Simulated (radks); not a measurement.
Valence configurations of the nickel ion Ni2+ (all share [Ar]). Calculated with a radial shooting solver on a logarithmic mesh with Libxc functionals: non-relativistic Kohn-Sham, PBEsol, spin-polarised, spherical densities, point nucleus; open shells are filled with parallel spins first. Order these by energy: 3d6 4p2; 3d7 4s1; 3d8; 3d6.5 4p1.5; 3d6 4s1 4p1; 3d6 4s2; 3d7.5 4p0.5; 3d7 4p1.

Answer. From the lowest, in eV above it: 3d8 0.000; 3d7.5 4p0.5 6.677; 3d7 4s1 7.278; 3d7 4p1 14.350; 3d6 4s2 20.118; 3d6.5 4p1.5 23.148; 3d6 4s1 4p1 25.458; 3d6 4p2 33.179. NIST lists [Ar] 3d8 as the ground configuration; this level of theory agrees among the configurations tried. The energies are those of spherical high-spin densities, not of single terms.
